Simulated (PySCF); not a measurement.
H₂TaO + H₂O → TaH₄ + O₂

Level: PBE0 in the def2-TZVP basis family, computed in PySCF with density fitting; scalar-relativistic core potentials for atoms from Rb on, none lighter, no spin–orbit coupling; open shells unrestricted.

```csv
species,state and structure,ZPE (kJ/mol),H(298 K) − H(0) (kJ/mol),S° (J/(mol K))
H₂TaO,"doublet, Cs, Ta–H 1.785 Å (×2), Ta–O 1.694 Å; H–Ta–H 118.4°, H–Ta–O 104.7° (×2)",39.2,11.3,274.6
H₂O,"singlet, C2v, O–H 0.960 Å (×2); H–O–H 105.1°",56.5,9.9,188.7
TaH₄,"doublet, D2d, Ta–H 1.771 Å (×4); H–Ta–H 106.3° (×2), H–Ta–H 111.1° (×4)",61.2,12.5,255.0
O₂,"triplet, D∞h, O–O 1.193 Å",10.3,8.7,204.9
```

Question: Is the gas-phase reaction uphill or downhill in electronic energy at this level, and by how much?

Answer: At PBE0/def2-TZVP, ΔE = 607.1 kJ/mol, uphill. 

Question: Add zero-point, thermal and entropy terms for 298.15 K and 1 bar.

Answer: ΔZPE = -24.2 and Δ[H(298) − H(0)] = 0.0 kJ/mol give ΔH° = 582.9 kJ/mol. ΔS° = -3.4 J/(mol K), so ΔG° = 582.9 − 298.15 × (-0.0034) = 584 kJ/mol.

Spin–orbit coupling can matter for H₂TaO, TaH₄ and is left out. Open d or f shells are single determinants, so the state found may not be the ground state. The structures come from searches over a few start shapes, so lower isomers are not excluded.
